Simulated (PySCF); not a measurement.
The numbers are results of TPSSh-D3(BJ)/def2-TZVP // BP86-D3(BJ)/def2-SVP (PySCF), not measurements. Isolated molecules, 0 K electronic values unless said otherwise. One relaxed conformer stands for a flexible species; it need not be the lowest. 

Reference species: [W(F)2(NH2)4] (neutral, multiplicity 1).

- HOMO–LUMO gap = 3.86 eV
- charge on the central atom (Mulliken) = 1.43 e
- LUMO = -2.48 eV

Changed species: [W(F)6] (0 of 6 F replaced by NH2; the reference has 4 of 6 F replaced by NH2).

Q: Predict the effect on the HOMO–LUMO gap, charge on the central atom (Mulliken) and LUMO.

A: the HOMO–LUMO gap rises by 2.55 eV, to 6.41 eV; the charge on the central atom (Mulliken) rises by 0.31 e, to 1.74 e; the LUMO falls by 2.74 eV, to -5.22 eV.
